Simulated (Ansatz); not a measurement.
Relaxation of H$_{10}$O$_{2}$Si$_{3}$ (15 atoms, charge 0, multiplicity 1), to a largest force component of 0.03 eV/Å in at most 50 steps.

Level of theory: RKS BHLYP/def2-SVP (Ansatz).

```xyz
15
Properties=species:S:1:pos:R:3:forces:R:3
Si -0.051 0.118 -0.204 -0.16 0.24 -0.48
H -0.184 0.357 1.239 -0.28 0.39 0.06
Si 2.121 0.408 -1.032 0.02 0.01 -0.01
H 2.423 -0.637 -2.039 0.00 0.02 0.01
H 2.231 1.747 -1.662 0.00 -0.02 0.01
H 3.119 0.323 0.064 -0.01 -0.01 -0.02
O -0.995 1.181 -1.052 0.02 -0.04 -0.01
H -1.922 1.263 -0.847 -0.01 0.02 0.01
O -0.493 -1.462 -0.489 -0.09 0.01 0.08
H -1.280 -1.810 -0.072 0.10 0.04 -0.08
Si 1.343 -2.416 1.648 0.25 -0.55 0.18
H 0.189 -3.345 1.615 0.02 0.02 0.00
H 2.112 -2.491 0.387 -0.02 0.00 0.02
H 2.234 -2.824 2.763 -0.01 0.00 0.00
H 0.871 -1.048 1.895 0.20 -0.13 0.20
```

Question: Where does it end, and by what steps?

Answer: The run converged. The force dipped under the threshold on the way, but the program's further checks kept it going. After 31 steps the energy has fallen by 0.315 eV; H2 moved furthest, 1.66 Å.

```tsv
step	energy less start (eV)	largest force component (eV/Å)	accepted
0	0.0000	0.549	yes
2	-0.2350	0.214	yes
4	-0.2841	0.130	yes
6	-0.2959	0.266	yes
8	-0.3023	0.102	yes
10	-0.3055	0.047	yes
12	-0.3069	0.065	yes
14	-0.3077	0.051	yes
16	-0.3085	0.077	yes
18	-0.3098	0.086	yes
20	-0.3113	0.015	yes
22	-0.3123	0.104	no
24	-0.3137	0.067	yes
26	-0.3140	0.060	yes
28	-0.3145	0.049	yes
30	-0.3150	0.023	yes
31	-0.3152	0.025	yes
```

```xyz
15
Properties=species:S:1:pos:R:3
Si -0.216 0.540 -0.372
H -0.698 1.704 0.419
Si 2.036 0.655 -0.970
H 2.393 -0.475 -1.859
H 2.288 1.931 -1.687
H 2.893 0.617 0.240
O -1.079 0.475 -1.782
H -2.005 0.701 -1.788
O -0.404 -0.825 0.554
H -1.215 -0.972 1.032
Si 1.536 -2.984 1.677
H 0.181 -3.564 1.535
H 2.058 -2.545 0.364
H 2.436 -4.035 2.215
H 1.515 -1.856 2.636
```

Whether the end is a true minimum wasn't checked by a vibrational analysis.

Time of the run: 100 s on 4 threads of Intel(R) Xeon(R) Platinum 8259CL CPU @ 2.50GHz (Skylake/Cascade Lake), on a shared host, peak memory 0.37 GiB.
